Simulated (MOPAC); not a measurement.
MOPAC input (PM6):

```
PM6 PRECISE GNORM=0.05 LET XYZ GEO-OK AUX(PRECISION=9) THREADS=1
BeF2

Be    0.00000000 1    0.00000000 1    0.00000000 1
F    -0.00000000 1   -0.00000000 1   -1.38116800 1
F     0.00000000 1    0.00000000 1    1.38116800 1
```

From the output:

```
                                                       MOPAC v23.2.5 Linux

          FINAL HEAT OF FORMATION =       -180.41843 KCAL/MOL =    -754.87071 KJ/MOL

          COSMO AREA              =         74.58 SQUARE ANGSTROMS
          COSMO VOLUME            =         57.31 CUBIC ANGSTROMS

          GRADIENT NORM           =          0.00363          =       0.00210 PER ATOM
          IONIZATION POTENTIAL    =         14.881745 EV
          HOMO LUMO ENERGIES (EV) =        -14.882  1.805
          NO. OF FILLED LEVELS    =          8
          MOLECULAR WEIGHT        =         47.0090         POINT GROUP:  D*h

          MOLECULAR DIMENSIONS (Angstroms)

            Atom       Atom       Distance
            F     3    F     2     2.77596
           Be     1    F     2     0.00000
            F     3   Be     1     0.00000

          SCF CALCULATIONS        =          6

   ATOM   CHEMICAL          X               Y               Z
  NUMBER   SYMBOL      (ANGSTROMS)     (ANGSTROMS)     (ANGSTROMS)

     1      Be         -0.00000000  *  -0.00000000  *   0.00000000  *
     2       F          0.00000000  *   0.00000000  *  -1.38797931  *
     3       F         -0.00000000  *  -0.00000000  *   1.38797930  *

                             CARTESIAN COORDINATES

   1   Be       -0.000000000    -0.000000000     0.000000002
   2    F        0.000000000     0.000000000    -1.387979306
   3    F       -0.000000000    -0.000000000     1.387979305

           Empirical Formula: Be F2  =     3 atoms

      MOLECULAR POINT GROUP   :   D*h

                  EIGENVALUES
 -40.40851 -39.15367 -15.82287 -15.80364 -15.80364 -15.48276 -14.88175 -14.88175
   1.80480   2.90123   2.90123   5.55848

              NET ATOMIC CHARGES AND DIPOLE CONTRIBUTIONS

  ATOM NO.   TYPE          CHARGE      No. of ELECS.   s-Pop       p-Pop
    1         Be           0.828627        1.1714     0.45771     0.71366
    2          F          -0.414314        7.4143     1.93591     5.47840
    3          F          -0.414314        7.4143     1.93591     5.47840
 DIPOLE           X         Y         Z       TOTAL
 POINT-CHG.     0.000    -0.000     0.000     0.000
 HYBRID        -0.000    -0.000    -0.000     0.000
 SUM           -0.000    -0.000     0.000     0.000

          ATOMIC ORBITAL ELECTRON POPULATIONS

     Atom    s        px        py        pz
    1 Be   0.45771   0.13123   0.13123   0.45121
    2  F   1.93591   1.93439   1.93439   1.60963
    3  F   1.93591   1.93439   1.93439   1.60963

 **********************
 *                    *
 * JOB ENDED NORMALLY *
 *                    *
 **********************

 == MOPAC DONE ==
```

The geometry given is a B3LYP-D3(BJ)/def2-TZVP minimum.
